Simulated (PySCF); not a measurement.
**One reaction down a group: Ti, Zr, Hf**

The same gas-phase reaction for Ti, Zr, Hf:
- TiCl3OH + HCl → TiCl4.H2O
- ZrCl3OH + HCl → ZrCl4.H2O
- HfCl3OH + HCl → HfCl4.H2O

Computed with PySCF and rigid-rotor harmonic-oscillator thermochemistry at 1 bar. † marks an energy on the PBE0/def2-TZVP geometry and frequencies; other levels use their own. MP2 and CCSD(T) freeze the core. All species are closed-shell singlets. Hf, Zr: scalar-relativistic def2 core potential, no spin-orbit coupling. Adducts (TiCl4.H2O, ZrCl4.H2O, HfCl4.H2O) have no counterpoise correction, and HF, PBE, BLYP, B3LYP and PBE0 lack dispersion. TiCl3OH, TiCl4.H2O, ZrCl3OH, ZrCl4.H2O, HfCl3OH, HfCl4.H2O: computed as isolated molecules; such fragments, hydroxides, amides, oligomers or adducts are transient or little studied in the gas. MP2 isn't extrapolated to the basis-set limit. CCSD(T) isn't extrapolated to the basis-set limit. The harmonic model lacks anharmonicity and excited electronic states, which grow with temperature; levels with a mode under 35 cm⁻¹ are left out. Soft modes under 120 cm⁻¹ make the harmonic entropy rough for TiCl3OH, TiCl4.H2O, ZrCl3OH, ZrCl4.H2O, HfCl3OH, HfCl4.H2O. Warning, large T1 diagnostic: TiCl3OH, TiCl4.H2O (CCSD(T)/def2-SVP†).

ΔH°(298 K) in kJ, by level:

| level | Ti | Zr | Hf |
|---|---|---|---|
| ωB97M-V/def2-TZVP† | -38.1 | -73.3 | -77.0 |
| MP2/def2-TZVPP† | -47.2 | -80.4 | -82.8 |
| LDA/def2-TZVP† | -63.7 | -91.0 | -93.7 |
| PBE/def2-SVP | -46.5 | -79.8 | -84.7 |
| PBE/def2-TZVP† | -31.6 | -59.6 | -61.4 |
| CCSD(T)/def2-SVP† | -41.2 | -77.7 | -84.8 |

At ωB97M-V/def2-TZVP†, ΔH° falls from Ti to Hf, over a range of 38.9 kJ; the steps are -35.2, -3.7 kJ. 6 of the 6 levels shown give the same order. The levels scatter most for Hf (32.3 kJ between the highest and the lowest) and least for Zr (31.4 kJ). ΔS°(298 K) runs from -146.2 to -127.7 J/K, so TΔS° at 298 K spreads over 5.5 kJ among the members, against 38.9 kJ for ΔH°.

Free energies at ωB97M-V/def2-TZVP†:

```csv
member,"ΔS°(298 K), J/K","ΔG°(298 K), kJ","ΔG°(800 K), kJ",ΔG° changes sign
Ti,-146.2,6,78,none from 298 to 2500 K
Zr,-127.7,-35,28,500 to 600 K
Hf,-128.8,-39,25,600 to 800 K
```

The NASA 1993 table holds none of these reactions whole; the comparison is among the levels.
